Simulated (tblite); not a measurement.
Record of a relaxation.

Species: C₇H₁₁ClGe.
Atom-mapped SMILES: `[CH:1]#[C:2][C@@H:3]1[CH2:4][CH2:5][CH2:6][GeH2:7][C@@H:8]1[Cl:9]` (hydrogens: H10 on C1; H11 on C3; H12, H13 on C4; H14, H15 on C5; H16, H17 on C6; H18, H19 on Ge7; H20 on C8)

Computed with GFN2-xTB (tblite), gas phase: L-BFGS steps from a force-field or distance-geometry start until the largest atomic force falls under 0.01 eV/Å. 10 of its 83 geometries are shown.

Step 0: E = -734.0759 eV, largest atomic force 2.956 eV/Å
```
atom  x, y, z in Å  |  force x, y, z in eV/Å
C1      3.479    0.693   -0.741   -2.657  -0.448   1.052
C2      2.350    0.503   -0.303    2.892   0.276  -0.544
C3      1.023    0.236    0.236    0.306   0.652  -1.332
C4      0.372   -0.890   -0.566    0.453  -1.017   0.029
C5     -0.651   -1.620    0.305    0.544   0.646   0.229
C6     -1.950   -0.856    0.141   -0.227  -0.170   0.111
Ge7    -1.618    0.984    0.718   -0.677   0.361   0.751
C8      0.146    1.455   -0.018   -0.260   0.581   0.797
Cl9    -0.113    1.710   -1.754    0.187   0.951  -0.065
H10     4.448    0.855   -1.122   -0.223   0.007   0.023
H11     1.010    0.063    1.318    0.364  -0.127  -0.119
H12    -0.101   -0.428   -1.451    0.263  -0.724   0.404
H13     1.107   -1.622   -0.935    0.080   0.298   0.183
H14    -0.271   -1.552    1.354   -0.490  -0.446  -0.549
H15    -0.720   -2.653   -0.008   -0.234  -0.270   0.107
H16    -2.147   -0.812   -0.935   -0.557  -0.324   0.266
H17    -2.764   -1.311    0.724    0.058   0.053  -0.491
H18    -1.426    0.931    2.254   -0.191   0.228  -0.343
H19    -2.718    1.961    0.294    0.300  -0.169   0.209
H20     0.539    2.365    0.485    0.069  -0.357  -0.720
```

Step 9: E = -734.5834 eV, largest atomic force 0.239 eV/Å
```
atom  x, y, z in Å  |  force x, y, z in eV/Å
C1      3.481    0.701   -0.740   -0.067   0.019   0.004
C2      2.379    0.535   -0.303    0.079  -0.064  -0.215
C3      1.032    0.266    0.158    0.001   0.048  -0.049
C4      0.427   -0.956   -0.564    0.030   0.110   0.104
C5     -0.647   -1.627    0.298   -0.044  -0.007  -0.148
C6     -1.965   -0.864    0.142    0.017   0.083   0.051
Ge7    -1.651    0.998    0.758   -0.129   0.049   0.131
C8      0.126    1.488   -0.007   -0.072  -0.037   0.107
Cl9    -0.108    1.933   -1.722   -0.023  -0.104  -0.017
H10     4.447    0.860   -1.115    0.031   0.036   0.027
H11     1.097    0.052    1.242   -0.072   0.067  -0.181
H12    -0.049   -0.601   -1.485    0.196  -0.129   0.034
H13     1.231   -1.640   -0.851   -0.116  -0.046   0.204
H14    -0.342   -1.639    1.354   -0.035   0.001  -0.189
H15    -0.786   -2.666   -0.008    0.016  -0.019  -0.070
H16    -2.274   -0.860   -0.906    0.093   0.016   0.039
H17    -2.772   -1.350    0.690    0.047   0.029   0.130
H18    -1.498    1.014    2.279   -0.068   0.051  -0.211
H19    -2.715    1.990    0.350    0.081  -0.051   0.054
H20     0.583    2.377    0.425    0.037  -0.053   0.196
```

Step 18: E = -734.6577 eV, largest atomic force 0.113 eV/Å
```
atom  x, y, z in Å  |  force x, y, z in eV/Å
C1      3.482    0.725   -0.767   -0.052   0.004  -0.002
C2      2.362    0.540   -0.390    0.060   0.057  -0.022
C3      1.028    0.271    0.114    0.031  -0.006   0.084
C4      0.450   -0.983   -0.558    0.038   0.046   0.064
C5     -0.663   -1.623    0.267   -0.032  -0.015  -0.053
C6     -1.971   -0.846    0.154   -0.028   0.072   0.021
Ge7    -1.670    1.012    0.766   -0.026   0.043   0.084
C8      0.110    1.485    0.011    0.009  -0.046   0.018
Cl9    -0.135    1.963   -1.688   -0.038   0.008  -0.068
H10     4.462    0.886   -1.101    0.018   0.034  -0.042
H11     1.131    0.077    1.192    0.008  -0.077   0.059
H12     0.070   -0.710   -1.547    0.068  -0.073   0.052
H13     1.260   -1.705   -0.686   -0.010   0.026  -0.032
H14    -0.357   -1.683    1.317   -0.001  -0.002  -0.070
H15    -0.816   -2.645   -0.088   -0.051  -0.064  -0.002
H16    -2.307   -0.843   -0.884    0.010   0.023   0.004
H17    -2.750   -1.331    0.743   -0.017  -0.001   0.010
H18    -1.557    1.071    2.275    0.002  -0.016  -0.019
H19    -2.717    2.011    0.368    0.014  -0.012  -0.055
H20     0.583    2.340    0.499   -0.005   0.001  -0.031
```

Step 27: E = -734.6722 eV, largest atomic force 0.085 eV/Å
```
atom  x, y, z in Å  |  force x, y, z in eV/Å
C1      3.475    0.751   -0.789   -0.081   0.009   0.023
C2      2.366    0.557   -0.381    0.039  -0.039  -0.032
C3      1.040    0.260    0.135    0.012  -0.009   0.034
C4      0.470   -0.998   -0.544    0.020   0.043   0.021
C5     -0.677   -1.627    0.247    0.000   0.014  -0.004
C6     -1.974   -0.826    0.160   -0.013   0.074  -0.011
Ge7    -1.672    1.022    0.783    0.012   0.026   0.069
C8      0.111    1.468    0.030    0.035  -0.023   0.002
Cl9    -0.163    1.918   -1.674   -0.012  -0.004  -0.071
H10     4.446    0.930   -1.143   -0.035   0.028  -0.017
H11     1.150    0.047    1.210   -0.008   0.018   0.025
H12     0.141   -0.738   -1.552   -0.022  -0.023   0.016
H13     1.282   -1.725   -0.637   -0.023  -0.004   0.010
H14    -0.372   -1.714    1.294   -0.013  -0.031   0.023
H15    -0.864   -2.638   -0.124    0.051  -0.019  -0.035
H16    -2.318   -0.793   -0.874   -0.009  -0.042  -0.021
H17    -2.752   -1.311    0.751    0.006  -0.021  -0.051
H18    -1.570    1.077    2.292   -0.033   0.031  -0.019
H19    -2.704    2.011    0.323    0.035  -0.008   0.034
H20     0.581    2.339    0.489    0.038  -0.020   0.006
```

Step 36: E = -734.6815 eV, largest atomic force 0.062 eV/Å
```
atom  x, y, z in Å  |  force x, y, z in eV/Å
C1      3.453    0.787   -0.810   -0.033  -0.003  -0.005
C2      2.368    0.544   -0.368    0.017   0.011  -0.011
C3      1.049    0.244    0.161    0.003   0.001   0.011
C4      0.483   -1.011   -0.519    0.017   0.013  -0.003
C5     -0.688   -1.632    0.237   -0.009  -0.005   0.009
C6     -1.972   -0.811    0.152   -0.020   0.057   0.012
Ge7    -1.658    1.029    0.803   -0.020   0.012   0.024
C8      0.126    1.455    0.040   -0.004  -0.015   0.024
Cl9    -0.180    1.861   -1.671    0.015   0.011  -0.034
H10     4.405    0.994   -1.198    0.002   0.018  -0.006
H11     1.155    0.041    1.238    0.006   0.005   0.001
H12     0.178   -0.758   -1.536   -0.009   0.007  -0.018
H13     1.289   -1.745   -0.588    0.007  -0.024   0.004
H14    -0.406   -1.757    1.286    0.004  -0.024   0.033
H15    -0.875   -2.627   -0.174   -0.009  -0.052   0.007
H16    -2.315   -0.761   -0.883    0.032  -0.009  -0.011
H17    -2.758   -1.302    0.727   -0.010  -0.002  -0.019
H18    -1.602    1.108    2.315    0.012  -0.012  -0.051
H19    -2.673    2.022    0.317    0.008   0.011   0.022
H20     0.616    2.331    0.468   -0.008  -0.001   0.011
```

Step 46: E = -734.6847 eV, largest atomic force 0.047 eV/Å
```
atom  x, y, z in Å  |  force x, y, z in eV/Å
C1      3.436    0.808   -0.830    0.006   0.009   0.000
C2      2.364    0.543   -0.369    0.001  -0.007  -0.002
C3      1.052    0.236    0.170   -0.013   0.002   0.005
C4      0.487   -1.023   -0.503   -0.010  -0.017   0.000
C5     -0.693   -1.640    0.244   -0.024   0.004   0.008
C6     -1.969   -0.804    0.145   -0.018   0.019  -0.006
Ge7    -1.658    1.033    0.801   -0.002   0.001   0.007
C8      0.130    1.447    0.043   -0.023   0.009   0.010
Cl9    -0.164    1.847   -1.674    0.012   0.006   0.010
H10     4.381    1.035   -1.224    0.008   0.007  -0.015
H11     1.163    0.040    1.248    0.004  -0.002   0.015
H12     0.190   -0.772   -1.523   -0.015  -0.006  -0.017
H13     1.290   -1.761   -0.566    0.023  -0.016   0.013
H14    -0.422   -1.784    1.294   -0.003   0.045   0.012
H15    -0.892   -2.631   -0.174    0.016  -0.007  -0.010
H16    -2.284   -0.748   -0.898    0.002   0.001  -0.014
H17    -2.774   -1.292    0.696    0.000  -0.003  -0.006
H18    -1.597    1.107    2.311    0.019  -0.017   0.003
H19    -2.662    2.046    0.334    0.011  -0.023  -0.004
H20     0.617    2.324    0.471    0.006  -0.004  -0.006
```

Step 55: E = -734.6877 eV, largest atomic force 0.040 eV/Å
```
atom  x, y, z in Å  |  force x, y, z in eV/Å
C1      3.418    0.837   -0.850   -0.002  -0.007  -0.009
C2      2.360    0.541   -0.376    0.017  -0.006   0.002
C3      1.054    0.226    0.177   -0.003   0.005  -0.006
C4      0.489   -1.038   -0.487   -0.009  -0.010   0.018
C5     -0.705   -1.638    0.253   -0.019  -0.002   0.022
C6     -1.974   -0.796    0.123   -0.018   0.010  -0.019
Ge7    -1.653    1.028    0.804   -0.003   0.004  -0.005
C8      0.135    1.438    0.049   -0.008   0.012   0.000
Cl9    -0.138    1.846   -1.669   -0.018  -0.002   0.000
H10     4.350    1.082   -1.263    0.007   0.002  -0.002
H11     1.173    0.035    1.255    0.004  -0.005  -0.012
H12     0.200   -0.805   -1.515    0.035   0.015   0.011
H13     1.289   -1.781   -0.524    0.001  -0.007  -0.017
H14    -0.454   -1.759    1.310    0.024   0.004   0.024
H15    -0.899   -2.635   -0.152    0.004  -0.007   0.003
H16    -2.256   -0.729   -0.928   -0.015   0.007  -0.028
H17    -2.798   -1.282    0.646    0.008  -0.004   0.000
H18    -1.566    1.077    2.312   -0.015  -0.008   0.000
H19    -2.651    2.051    0.349   -0.003   0.000   0.013
H20     0.622    2.312    0.482    0.012  -0.001   0.004
```

Step 64: E = -734.6889 eV, largest atomic force 0.026 eV/Å
```
atom  x, y, z in Å  |  force x, y, z in eV/Å
C1      3.414    0.841   -0.863   -0.008  -0.006   0.008
C2      2.362    0.537   -0.381    0.014   0.021   0.006
C3      1.058    0.223    0.179    0.000   0.005  -0.007
C4      0.491   -1.043   -0.481   -0.013  -0.001   0.004
C5     -0.709   -1.632    0.258   -0.011  -0.002   0.007
C6     -1.977   -0.793    0.108   -0.001   0.006  -0.001
Ge7    -1.654    1.026    0.802    0.004   0.006  -0.001
C8      0.138    1.435    0.053   -0.003   0.000  -0.001
Cl9    -0.143    1.847   -1.664   -0.001  -0.012   0.007
H10     4.344    1.094   -1.276   -0.008  -0.012  -0.004
H11     1.180    0.033    1.257    0.012   0.001  -0.012
H12     0.214   -0.809   -1.511   -0.001  -0.009  -0.004
H13     1.288   -1.791   -0.512    0.000   0.009  -0.002
H14    -0.462   -1.735    1.319    0.000   0.002   0.005
H15    -0.899   -2.637   -0.130    0.007  -0.002  -0.008
H16    -2.250   -0.724   -0.947    0.011  -0.002  -0.002
H17    -2.807   -1.278    0.623    0.008   0.000  -0.004
H18    -1.568    1.055    2.311   -0.012  -0.008   0.009
H19    -2.653    2.056    0.365    0.008   0.005   0.001
H20     0.628    2.307    0.487   -0.007  -0.002   0.000
```

Step 73: E = -734.6895 eV, largest atomic force 0.015 eV/Å
```
atom  x, y, z in Å  |  force x, y, z in eV/Å
C1      3.413    0.841   -0.870   -0.006  -0.003  -0.002
C2      2.361    0.541   -0.384    0.009   0.002  -0.007
C3      1.061    0.223    0.180    0.002   0.000  -0.003
C4      0.494   -1.044   -0.477   -0.007  -0.005   0.006
C5     -0.710   -1.628    0.261   -0.007  -0.003   0.003
C6     -1.977   -0.789    0.099    0.000  -0.002   0.001
Ge7    -1.656    1.025    0.805    0.003   0.005  -0.003
C8      0.137    1.433    0.058    0.000  -0.001  -0.003
Cl9    -0.150    1.838   -1.659   -0.001   0.002   0.015
H10     4.341    1.093   -1.290   -0.002  -0.007   0.000
H11     1.191    0.032    1.257   -0.005   0.006  -0.001
H12     0.219   -0.817   -1.509    0.002   0.007   0.003
H13     1.289   -1.793   -0.503    0.006   0.002   0.003
H14    -0.468   -1.723    1.325    0.003  -0.003  -0.002
H15    -0.898   -2.635   -0.122    0.006  -0.002  -0.001
H16    -2.238   -0.721   -0.959    0.000   0.006   0.005
H17    -2.811   -1.275    0.607    0.000  -0.004  -0.011
H18    -1.583    1.036    2.315    0.002  -0.001   0.004
H19    -2.647    2.067    0.374    0.003  -0.001  -0.004
H20     0.628    2.307    0.489   -0.007   0.001  -0.004
```

Step 82: E = -734.6897 eV, largest atomic force 0.008 eV/Å
```
atom  x, y, z in Å  |  force x, y, z in eV/Å
C1      3.411    0.838   -0.876    0.000  -0.005   0.000
C2      2.361    0.542   -0.387    0.002   0.007  -0.001
C3      1.061    0.225    0.181    0.002   0.003   0.002
C4      0.495   -1.044   -0.473   -0.002  -0.001   0.004
C5     -0.710   -1.628    0.262   -0.003   0.002   0.002
C6     -1.976   -0.789    0.096    0.000  -0.003  -0.003
Ge7    -1.657    1.024    0.808   -0.001   0.001  -0.004
C8      0.135    1.433    0.061   -0.001   0.003  -0.003
Cl9    -0.157    1.839   -1.655    0.001  -0.002   0.008
H10     4.340    1.085   -1.297   -0.005  -0.004  -0.003
H11     1.194    0.037    1.257   -0.002  -0.001   0.003
H12     0.222   -0.818   -1.506    0.001   0.001  -0.002
H13     1.292   -1.791   -0.496    0.004  -0.005  -0.002
H14    -0.470   -1.723    1.327   -0.001  -0.002  -0.002
H15    -0.895   -2.636   -0.120    0.000   0.007   0.000
H16    -2.231   -0.715   -0.962    0.003  -0.002  -0.001
H17    -2.814   -1.277    0.596    0.003   0.002  -0.001
H18    -1.587    1.031    2.318    0.003   0.003   0.002
H19    -2.642    2.069    0.374   -0.004  -0.006   0.002
H20     0.624    2.308    0.490    0.000   0.001   0.000
```

Question: Summarise the path.

Answer: The energy falls by 59.22 kJ/mol from step 0 to step 82; nine tenths of that is first reached at step 13. It rises by more than 0.2 meV at step 1. The largest force goes from 2.956 to 0.008 eV/Å. Among the bonds Ge7–H18 changes most, from 1.549 to 1.512 Å; the atoms move by 0.228 Å rms after alignment.

The cost below is that of the whole relaxation. On one thread, Arm Neoverse N1 (aarch64), shared host with 64 logical CPUs at a one-minute load of 61, this took 1.4 s wall.
